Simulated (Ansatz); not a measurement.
Relaxation of C₂H₄SSi (8 atoms, charge 0, multiplicity 1), to a largest force component of 0.02 eV/Å in at most 40 steps.

These are results of Ansatz, UKS PBE/6-31G, not measurements.

```xyz
8
Properties=species:S:1:pos:R:3:forces:R:3
Si -0.309 1.010 -0.432 -0.13 -0.70 0.27
C -0.323 -0.746 0.270 -0.93 0.71 -0.37
C 0.758 -1.359 0.612 -0.90 0.50 -0.28
S 2.135 -1.988 0.988 2.59 -1.31 0.76
H -0.952 0.958 -1.748 -0.39 0.12 -0.82
H -1.088 1.853 0.478 -0.46 0.64 0.46
H 1.067 1.483 -0.539 0.86 0.33 -0.08
H -1.289 -1.211 0.371 -0.64 -0.29 0.06
```

Question: Where does it end, and by what steps?

Answer: The forces met the threshold. Limits of this set-up: no polarisation functions. After 6 steps the energy has fallen by 0.203 eV; S4 moved furthest, 0.12 Å.

```csv
step,energy less start (eV),largest force component (eV/Å),accepted
0,0.0000,2.587,yes
1,-0.1717,1.149,yes
2,-0.2015,0.170,yes
3,-0.2025,0.063,yes
4,-0.2029,0.078,yes
5,-0.2032,0.053,yes
6,-0.2033,0.014,yes
```

```xyz
8
Properties=species:S:1:pos:R:3
Si -0.336 1.013 -0.436
C -0.322 -0.757 0.278
C 0.791 -1.371 0.618
S 2.189 -2.086 1.022
H -0.982 1.014 -1.806
H -1.134 1.932 0.466
H 1.085 1.512 -0.541
H -1.292 -1.256 0.398
```

Whether the end is a true minimum wasn't checked by a vibrational analysis.

Run time: 40 s on 1 thread of Arm Neoverse N1, on a shared host, peak memory 0.14 GiB.
